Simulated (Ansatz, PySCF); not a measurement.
5-fluorocyclopenta-1,3-diene (C5H5F), SMILES FC1C=CC=C1. Atoms are numbered in the order given.

```xyz
11

F     -1.9377     0.3540     0.0000
C     -0.7541    -0.3552     0.0000
C      0.1423    -0.0952    -1.1892
C      1.3937     0.1203    -0.7408
C      1.3937     0.1203     0.7408
C      0.1423    -0.0952     1.1892
H     -1.0155    -1.4361     0.0000
H     -0.2011    -0.1492    -2.2221
H      2.2832     0.2729    -1.3545
H      2.2832     0.2729     1.3545
H     -0.2011    -0.1492     2.2221
```

The structure is a stationary point at B3LYP-D3(BJ)/def2-SVP. One conformer was computed; it need not be the lowest.

Two levels are set side by side: PBE-D3(BJ)/def2-SVP (Ansatz, a first-principles code) and B3LYP-D3(BJ)/def2-SVP (Ansatz). Each level has its own optimised geometry; the coordinates shown are those of the second. Frequencies come from the Hessian of PySCF at each geometry. Differences are taken from unrounded values.

| quantity | B3LYP-D3(BJ) | PBE-D3(BJ) | PBE-D3(BJ) minus B3LYP-D3(BJ) |
|---|---|---|---|
| mean bond length (Å) | 1.278 | 1.284 | 0.006 |
| bond F1–C2 (Å) | 1.380 | 1.384 | 0.004 |
| bond C2–C3 (Å) | 1.512 | 1.512 | 0.000 |
| bond C2–C6 (Å) | 1.512 | 1.512 | 0.000 |
| bond C3–C4 (Å) | 1.347 | 1.357 | 0.011 |
| bond C4–C5 (Å) | 1.482 | 1.479 | -0.002 |
| bond C5–C6 (Å) | 1.347 | 1.357 | 0.011 |
| bond C2–H7 (Å) | 1.112 | 1.124 | 0.012 |
| bond C3–H8 (Å) | 1.090 | 1.098 | 0.008 |
| bond C4–H9 (Å) | 1.091 | 1.099 | 0.008 |
| bond C5–H10 (Å) | 1.091 | 1.099 | 0.008 |
| bond C6–H11 (Å) | 1.090 | 1.098 | 0.008 |
| highest harmonic wavenumber (cm⁻¹) | 3239 | 3177 | -62 |
| mean harmonic wavenumber (cm⁻¹) | 1381 | 1342 | -40 |
| zero-point energy (kcal/mol) | 53.32 | 51.78 | -1.54 |

Exact exchange shortens and stiffens bonds; PBE has none. Differences between two approximate levels are no errors against the true value.
